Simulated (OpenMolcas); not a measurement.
A ladder of methods for CH5Ge (SMILES [CH3][GeH2])

CH5Ge: 7 atoms, total charge 0, spin state doublet. As SMILES, `[CH3][GeH2]`. The shape is that of a PBE0-D4/def2-TZVP optimisation.

Each level gives the dipole moment (D). The values are calculated.

```json
{"level": "UHF/def2-TZVP", "kind": "Hartree–Fock", "program": "OpenMolcas", "value (D)": "0.77", "CPU time": "26 s"}
{"level": "USVWN5/def2-TZVP", "kind": "LDA", "program": "OpenMolcas", "value (D)": "0.87", "CPU time": "61 s"}
{"level": "U-revPBE/def2-TZVP", "kind": "GGA", "program": "OpenMolcas", "value (D)": "0.87", "CPU time": "79 s"}
{"level": "UBLYP/def2-TZVP", "kind": "GGA", "program": "OpenMolcas", "value (D)": "0.86", "CPU time": "81 s"}
{"level": "U-r2SCAN/def2-TZVP", "kind": "meta-GGA", "program": "OpenMolcas", "value (D)": "0.87", "CPU time": "89 s"}
{"level": "UB3LYP/def2-TZVP", "kind": "global hybrid", "program": "OpenMolcas", "value (D)": "0.83", "CPU time": "82 s"}
{"level": "UM06-2X/def2-TZVP", "kind": "hybrid meta-GGA", "program": "OpenMolcas", "value (D)": "0.73", "CPU time": "90 s"}
{"level": "UPBE0/def2-TZVP", "kind": "global hybrid", "program": "OpenMolcas", "value (D)": "0.83", "CPU time": "76 s"}
```

All-electron rows without a relativistic Hamiltonian named are non-relativistic. The values span 0.73 to 0.87 D. Magnitudes only. Times are those of the runs behind each value, whatever else they computed, on shared processors of several kinds: orders of magnitude only.
